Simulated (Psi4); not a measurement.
C2H6BrClGaN (SMILES C[N](C)[Ga]([Cl])[Br]), singlet, at a GFN2-xTB geometry (such geometries of metal compounds can be far from the true shape), atoms displaced at random by about 0.03 Å a coordinate; B3LYP/STO-3G, gradient in Psi4.

Psi4 was given this input:
```
memory 2 GB

molecule {
0 1
Ga   -0.02341093   -0.44739399   -0.04053597
Cl   -0.43859935   -2.22506038   -0.97883937
Br   -0.50877035    1.57167749   -1.13137904
N     0.86243947   -0.20454334    1.62141715
C     1.05273837   -1.42689699    2.42399404
C     0.93609449    1.02664453    2.34330566
H     2.11769295   -1.37744684    2.79461867
H     0.48720885   -1.49098150    3.30547681
H     0.95012776   -2.28602175    1.84851040
H     0.27304141    0.96278640    3.22622356
H     1.98785365    1.13712818    2.68186516
H     0.64779657    1.87355992    1.68926479
symmetry c1
no_reorient
no_com
}

set {
  basis sto-3g
}

gradient('b3lyp')
print_variables()
```

It wrote (shortened):

```
gradient() will perform analytic gradient computation.

   => Loading Basis Set <=

    Name: STO-3G
    Role: ORBITAL
    Keyword: BASIS

         ---------------------------------------------------------
                                   SCF
               by Justin Turney, Rob Parrish, Andy Simmonett
                          and Daniel G. A. Smith
                              RKS Reference
         ---------------------------------------------------------

  ==> Geometry <==

    Molecular point group: c1
    Full point group: C1

    Geometry (in Angstrom), charge = 0, multiplicity = 1:

       Center              X                  Y                   Z               Mass
    ------------   -----------------  -----------------  -----------------  -----------------
         GA          -0.023410930000    -0.447393990000    -0.040535970000    68.925573500000
         CL          -0.438599350000    -2.225060380000    -0.978839370000    34.968852682000
         BR          -0.508770350000     1.571677490000    -1.131379040000    78.918337600000
         N            0.862439470000    -0.204543340000     1.621417150000    14.003074004430
         C            1.052738370000    -1.426896990000     2.423994040000    12.000000000000
         C            0.936094490000     1.026644530000     2.343305660000    12.000000000000
         H            2.117692950000    -1.377446840000     2.794618670000     1.007825032230
         H            0.487208850000    -1.490981500000     3.305476810000     1.007825032230
         H            0.950127760000    -2.286021750000     1.848510400000     1.007825032230
         H            0.273041410000     0.962786400000     3.226223560000     1.007825032230
         H            1.987853650000     1.137128180000     2.681865160000     1.007825032230
         H            0.647796570000     1.873559920000     1.689264790000     1.007825032230

  Running in c1 symmetry.

  Rotational constants: A =      0.04998  B =      0.03222  C =      0.01975 [cm^-1]
  Rotational constants: A =   1498.26374  B =    965.80455  C =    592.05874 [MHz]
  Nuclear repulsion =  865.377546046165207

  Charge       = 0
  Multiplicity = 1
  Electrons    = 108
  Nalpha       = 54
  Nbeta        = 54

  ==> Algorithm <==

  SCF Algorithm Type is DF.
  DIIS enabled.
  MOM disabled.
  Fractional occupation disabled.
  Guess Type is SAD.
  Energy threshold   = 1.00e-08
  Density threshold  = 1.00e-08
  Integral threshold = 1.00e-12

  ==> Primary Basis <==

  Basis Set: STO-3G
    Blend: STO-3G
    Number of shells: 36
    Number of basis functions: 66
    Number of Cartesian functions: 68
    Spherical Harmonics?: true
    Max angular momentum: 2

  ==> DFT Potential <==

   => LibXC <=

    Version 7.1.2
    S. Lehtola, C. Steigemann, M. J. T. Oliveira, and M. A. L. Marques,  SoftwareX 7, 1–5 (2018) (10.1016/j.softx.2017.11.002)

   => Composite Functional: B3LYP <=

    B3LYP Hyb-GGA Exchange-Correlation Functional

    P. J. Stephens, F. J. Devlin, C. F. Chabalowski, and M. J. Frisch,  J. Phys. Chem. 98, 11623 (1994) (10.1021/j100096a001)

    Deriv               =              1
    GGA                 =           TRUE
    Meta                =          FALSE

    Exchange Hybrid     =           TRUE
    MP2 Hybrid          =          FALSE

   => Exchange Functionals <=

    0.0800   Slater exchange
    0.7200         Becke 88

   => Exact (HF) Exchange <=

    0.2000               HF

   => Correlation Functionals <=

    0.1900   Vosko, Wilk & Nusair (VWN5_RPA)
    0.8100   Lee, Yang & Parr

   => LibXC Density Thresholds  <==

    XC_HYB_GGA_XC_B3LYP:  1.00E-15

   => Molecular Quadrature <=

    Radial Scheme          =       TREUTLER
    Pruning Scheme         =           NONE
    Nuclear Scheme         =       TREUTLER

    Blocking Scheme        =         OCTREE
    BS radius alpha        =              1
    Pruning alpha          =              1
    Radial Points          =             75
    Spherical Points       =            302
    Total Points           =         250773
    Total Blocks           =           1916
    Max Points             =            256
    Max Functions          =             57
    Weights Tolerance      =       1.00E-15

   => Loading Basis Set <=

    Name: (STO-3G AUX)
    Role: JKFIT
    Keyword: DF_BASIS_SCF

  ==> Integral Setup <==

  SCF_SUBTYPE=INCORE selected. In-core MEM_DF algorithm will be used.
  Using in-core AOs.

  ==> MemDFJK: Density-Fitted J/K Matrices <==

    J tasked:                   Yes
    K tasked:                   Yes
    wK tasked:                   No
    Algorithm:                 Core
    Schwarz Cutoff:           1E-12
    Mask sparsity (%):      11.8916
    Fitting Condition:        1E-10

   => Auxiliary Basis Set <=

  Basis Set: (STO-3G AUX)
    Blend: DEF2-UNIVERSAL-JKFIT
    Number of shells: 269
    Number of basis functions: 995
    Number of Cartesian functions: 1288
    Spherical Harmonics?: true
    Max angular momentum: 5

  Minimum eigenvalue in the overlap matrix is 2.1267614895E-01.
  Reciprocal condition number of the overlap matrix is 8.5963067576E-02.
    Using symmetric orthogonalization.

  ==> Pre-Iterations <==

  SCF Guess: Superposition of Atomic Densities via on-the-fly atomic UHF (no occupation information).

   -------------------------
    Irrep   Nso     Nmo
   -------------------------
     A         66      66
   -------------------------
    Total      66      66
   -------------------------

  ==> Iterations <==

                           Total Energy        Delta E     RMS |[F,P]|

   @DF-RKS iter SAD: -5032.24389367263393   -5.03224e+03   0.00000e+00
   @DF-RKS iter   1: -5035.26335907143857   -3.01947e+00   1.53566e-02 ADIIS/DIIS
   @DF-RKS iter   2: -4973.26610935888584    6.19972e+01   7.68395e-02 ADIIS/DIIS
   @DF-RKS iter   3: -5036.03469055256846   -6.27686e+01   1.08200e-02 ADIIS/DIIS
[...]
  @DF-RKS Final Energy: -5036.43138507690583
    Total Energy =                      -5036.4313850769058263
[...]
     Multipole            Electronic (a.u.)      Nuclear  (a.u.)        Total (a.u.)
 ------------------------------------------------------------------------------------

 L = 1.  Multiply by 2.5417464519 to convert [e a0] to [Debye]
 Dipole X            :          3.3826091           -2.9387044            0.4439047
 Dipole Y            :          3.4416223           -3.2140873            0.2275351
 Dipole Z            :          4.9683889           -3.7708977            1.1974912
 Magnitude           :                                                    1.2972312

 ------------------------------------------------------------------------------------

         ------------------------------------------------------------
                                   SCF GRAD
                          Rob Parrish, Justin Turney,
                       Andy Simmonett, and Alex Sokolov
         ------------------------------------------------------------

  ==> Geometry <==

    Molecular point group: c1
    Full point group: C1

    Geometry (in Angstrom), charge = 0, multiplicity = 1:

       Center              X                  Y                   Z               Mass
    ------------   -----------------  -----------------  -----------------  -----------------
         GA          -0.023410930000    -0.447393990000    -0.040535970000    68.925573500000
         CL          -0.438599350000    -2.225060380000    -0.978839370000    34.968852682000
         BR          -0.508770350000     1.571677490000    -1.131379040000    78.918337600000
         N            0.862439470000    -0.204543340000     1.621417150000    14.003074004430
         C            1.052738370000    -1.426896990000     2.423994040000    12.000000000000
         C            0.936094490000     1.026644530000     2.343305660000    12.000000000000
         H            2.117692950000    -1.377446840000     2.794618670000     1.007825032230
         H            0.487208850000    -1.490981500000     3.305476810000     1.007825032230
         H            0.950127760000    -2.286021750000     1.848510400000     1.007825032230
         H            0.273041410000     0.962786400000     3.226223560000     1.007825032230
         H            1.987853650000     1.137128180000     2.681865160000     1.007825032230
         H            0.647796570000     1.873559920000     1.689264790000     1.007825032230

  Nuclear repulsion =  865.377546046165207

  ==> Basis Set <==

  Basis Set: STO-3G
    Blend: STO-3G
    Number of shells: 36
    Number of basis functions: 66
    Number of Cartesian functions: 68
    Spherical Harmonics?: true
    Max angular momentum: 2

  ==> DFJKGrad: Density-Fitted SCF Gradients <==

    Gradient:                    1
    J tasked:                  Yes
    K tasked:                  Yes
    wK tasked:                  No
    Integrals threads:           1
    Schwarz Cutoff:          1E-12
    Fitting Condition:       1E-10

   => Auxiliary Basis Set <=

  Basis Set: (STO-3G AUX)
    Blend: DEF2-UNIVERSAL-JKFIT
    Number of shells: 269
    Number of basis functions: 995
    Number of Cartesian functions: 1288
    Spherical Harmonics?: true
    Max angular momentum: 5

  ==> DFT Potential <==

   => LibXC <=

    Version 7.1.2
    S. Lehtola, C. Steigemann, M. J. T. Oliveira, and M. A. L. Marques,  SoftwareX 7, 1–5 (2018) (10.1016/j.softx.2017.11.002)

   => Composite Functional: B3LYP <=

    B3LYP Hyb-GGA Exchange-Correlation Functional

    P. J. Stephens, F. J. Devlin, C. F. Chabalowski, and M. J. Frisch,  J. Phys. Chem. 98, 11623 (1994) (10.1021/j100096a001)

    Deriv               =              1
    GGA                 =           TRUE
    Meta                =          FALSE

    Exchange Hybrid     =           TRUE
    MP2 Hybrid          =          FALSE

   => Exchange Functionals <=

    0.0800   Slater exchange
    0.7200         Becke 88

   => Exact (HF) Exchange <=

    0.2000               HF

   => Correlation Functionals <=

    0.1900   Vosko, Wilk & Nusair (VWN5_RPA)
    0.8100   Lee, Yang & Parr

   => LibXC Density Thresholds  <==

    XC_HYB_GGA_XC_B3LYP:  1.00E-15

   => Molecular Quadrature <=

    Radial Scheme          =       TREUTLER
    Pruning Scheme         =           NONE
    Nuclear Scheme         =       TREUTLER

    Blocking Scheme        =         OCTREE
    BS radius alpha        =              1
    Pruning alpha          =              1
    Radial Points          =             75
    Spherical Points       =            302
    Total Points           =         250773
    Total Blocks           =           1916
    Max Points             =            256
    Max Functions          =             57
    Weights Tolerance      =       1.00E-15

  -Total Gradient:
     Atom            X                  Y                   Z
    ------   -----------------  -----------------  -----------------
       1       -0.036205273035    -0.021155491959    -0.065285465735
       2       -0.003621420500    -0.016977194808    -0.005744294026
       3       -0.008296763814     0.026539349591    -0.016634171840
       4        0.078815612025     0.049484772843     0.140910543427
       5       -0.077656699427    -0.044577495865    -0.014594475751
       6       -0.011189177461    -0.028614497350    -0.021355615908
       7        0.010154915367     0.008404264716     0.003798048133
       8        0.038492935129    -0.000464323690    -0.037759488408
       9        0.008767206041     0.045919740980     0.032059641857
      10        0.000174384817    -0.009597372702    -0.004654198940
      11        0.002116631245    -0.010276883857    -0.005587097186
      12       -0.001623604527     0.001431568524    -0.005047751211

  Variable Map:
  ----------------------------------------------------------------------------
[...]
  Array Variable Map:
  ----------------------------------------------------------------------------
[...]
[...]
```
